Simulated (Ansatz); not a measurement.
Reaction (redistribution): `COB(C)Br` + `[OH][Sn]([OH])([OH])[OH]` → `COB(O)Br` + `[CH3][Sn]([OH])([OH])[OH]`

Calculated with Ansatz (gas phase, PBE0-D4/def2-TZVP geometries, no zero-point term in ΔE). CCSD(T)/CBS is the MP2 limit (def2-TZVPP, def2-QZVPP) plus CCSD(T) − MP2 in def2-TZVPP, frozen cores. DFT in def2-TZVPP. B3LYP here is the variant with VWN-RPA as its local correlation; programs differ in this. def2 core potentials past Kr. For Br, Sn outer-core shells are correlated without core-valence functions, which leaves a few kJ/mol of doubt a bond. Scalar relativity is left out up to krypton. One conformer a species, not always the lowest.

```json
{"level": "revPBE-D4", "ΔE (kJ/mol)": "-82.2"}
{"level": "B97M-V", "ΔE (kJ/mol)": "-81.1"}
{"level": "PBE0-D4", "ΔE (kJ/mol)": "-89.2"}
{"level": "B3LYP-D4", "ΔE (kJ/mol)": "-88.5"}
{"level": "B2PLYP", "ΔE (kJ/mol)": "-87.2"}
{"level": "BLYP", "ΔE (kJ/mol)": "-84.4"}
{"level": "CCSD(T)/def2-SVP", "ΔE (kJ/mol)": "-98.6"}
{"level": "CCSD/def2-TZVPP", "ΔE (kJ/mol)": "-90.0"}
```

(1) What does CCSD(T)/CBS give? (Estimate.)

Largest T1 diagnostic among the species: 0.015.

Results:

(1) Ansatz gave: -85.2 kJ/mol. The listed levels differ from it by 3.0, 4.1, -4.0, -3.3, -2.0, 0.8, -13.4, -4.8 kJ/mol.

At CCSD(T), def2-SVP lies −13.5 kJ/mol from the extrapolated value and def2-TZVPP −3.3 kJ/mol. From PBE to PBE0 (25 % exact exchange), in def2-TZVPP and without D4, ΔE moves by −4.4 kJ/mol. Leaving LDA and LC-ωPBE aside and taking each functional with its dispersion term where it has one, the values, not all of them listed here, spread over 10.7 kJ/mol, from BHLYP-D4 to B97M-V. LDA lies −8.5 kJ/mol from PBE without D4.
